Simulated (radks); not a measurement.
Values are calculated unless marked as measured or tabulated.
Q: The praseodymium ion Pr3+ is in [Xe] 4f2. Level of theory: scalar-relativistic Kohn-Sham, LDA (Slater exchange, Perdew-Wang correlation), spin-polarised, spherical densities, finite nucleus; Fermi nuclear charge, rms radius of each element as measured or else 0.836 A^(1/3) + 0.57 fm (a radial shooting solver on a logarithmic mesh with Libxc functionals). Open shells are filled with parallel spins first. One electron is removed from 5p, 4d, 5s, 4f in turn, with full relaxation. Which removal costs least, and what does each cost?

A: 4f 39.856 eV; 5p 52.895 eV; 5s 72.038 eV; 4d 150.46 eV. The 4f electron leaves first.
